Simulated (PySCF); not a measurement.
Numbering as in the mapped SMILES `[CH3:1][NH:2][C:3](=[O:4])[C:5](=[O:6])/[CH:7]=[CH:8]/[SiH3:9]` (H(Xn): hydrogen on atom n).

PySCF calculation with structure optimised with GFN2-xTB and σ from GIAO-PBE0/pcSseg-1; one computed conformer, no relativistic terms, no solvent, equivalent nuclei averaged.

Q: Predict the 2D correlation tables (HSQC, COSY, HMBC).

A: 

HSQC (one-bond C–H):
| δH | δC |
| --- | --- |
| 8.41 (H(C7)) | 144.6 (C7) |
| 8.08 (H(C8)) | 157.5 (C8) |
| 3.21 (H(C1)) | 26.5 (C1) |

COSY cross peaks (H two or three bonds apart, from the bond graph; peaks can be absent where the dihedral angle is near 90°):
| δH | δH |
| --- | --- |
| 8.41 (H(C7)) | 8.08 (H(C8)) |
| 8.08 (H(C8)) | 4.36 (H(Si9)) |
| 6.88 (H(N2)) | 3.21 (H(C1)) |

HMBC (two and three bonds, from the bond graph):
| δH | δC |
| --- | --- |
| 8.41 (H(C7)) | 188.4 (C5), 162.3 (C3), 157.5 (C8) |
| 8.08 (H(C8)) | 188.4 (C5), 144.6 (C7) |
| 6.88 (H(N2)) | 188.4 (C5), 162.3 (C3), 26.5 (C1) |
| 4.36 (H(Si9)) | 157.5 (C8), 144.6 (C7) |
| 3.21 (H(C1)) | 162.3 (C3) |

Scale: $^{1}$H (σref 31.72), $^{13}$C (σref 186.93) against TMS (reference shieldings calculated alike).

The OH or NH signal is concentration- and solvent-dependent in practice; the value given is the gas-phase one. Shifts are as computed. Against solution values, carbons near 30 ppm lie about +3 ppm off and those near 130 ppm about +5 ppm. Of 1309 compounds with measured shifts, 239 miss one by over three times the rms of a fit or turn the order of signals round; such compounds aren't used in these exercises. Hydrogen bonding in solution deshields acid and N–H amide carbonyl carbons by as much as 10 ppm beyond these values.
